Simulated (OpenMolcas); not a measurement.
**Fe4+, Ru4+, Os4+: d⁴ down the group**

```json
{
  "Program": "OpenMolcas 26.06",
  "Method": "CASSCF",
  "Basis": "ANO-R2",
  "Scalar Hamiltonian": "X2C, finite nucleus",
  "Spin-orbit coupling": "state interaction with AMFI integrals over the reference wave functions, term energies averaged over their components"
}
```

Active space for each ion: 4 electrons in 5 orbitals (d).

Computed levels in cm-1 above ⁵D₀:

| Level | Fe4+ | Ru4+ | Os4+ |
| --- | --- | --- | --- |
| ⁵D₁ | 144 | 452 | 3622 |
| ⁵D₂ | 425 | 1239 | 7214 |
| ⁵D₃ | 830 | 2251 | 10311 |
| ⁵D₄ | 1345 | 3418 | 12774 |
| ³H₄ | 27233 | 20326 | 22274 |
| ³H₅ | 27537 | 21363 | 27394 |
| ³H₆ | 27874 | 22261 | 29747 |
| ³P₀(1) | 29152 | 20250 | 20777 |
| ³P₁(1) | 30008 | 22619 | 28159 |
| weight of ⁵D in the lowest level (%) | 100 | 98 | 73 |

Mixed levels, with the weight of the term that names them: Os4+ ⁵D₀ (73 %), Os4+ ³H₄ (61 %), Os4+ ³P₀(1) (60 %).

Measured, with the error of the calculation in %. Measured levels: Fe4+ from Corliss and Sugar, J. Phys. Chem. Ref. Data 11, 135 (1982); Os4+ from the list in Palmeri et al., Atoms 14, 22 (2026).

| Level | Fe4+ | Os4+ |
| --- | --- | --- |
| ⁵D₁ | 142 (+1.6) | 4311 (-16.0) |
| ⁵D₂ | 417 (+1.9) | 8083 (-10.7) |
| ⁵D₃ | 803 (+3.4) | 11018 (-6.4) |
| ⁵D₄ | 1283 (+4.8) | 12966 (-1.5) |
| ³H₄ | 24932 (+9.2) | 20374 (+9.3) |
| ³H₅ | 25226 (+9.2) | 25344 (+8.1) |
| ³H₆ | 25528 (+9.2) | 27669 (+7.5) |
| ³P₀(1) | 24055 (+21.2) |  |
| ³P₁(1) | 24973 (+20.2) | 24680 (+14.1) |

The fine-structure level ⁵D₄ changes by a factor of 9.5 from Fe4+ to Os4+.

Without spin-orbit coupling ³H lies 26794, 19470, 18076 cm-1 above ⁵D in that order; the difference to the level ³H₄, of either sign, comes from spin-orbit coupling, which also lowers the zero.

Without dynamic correlation excited terms often stand tens of per cent too high (terms of higher spin than the ground term too low), and those without a measured partner can miss by more than the paired ones. Measured partners are found by configuration, term and J. A level has none where our copy of the source lacks it or the pairing is in doubt (some pairs that miss far off the trend of their configuration count as doubtful), and it then counts in no deviation. Only configurations of the active space appear.

A number in round brackets counts repeated terms of one configuration in the order of the reference energies.
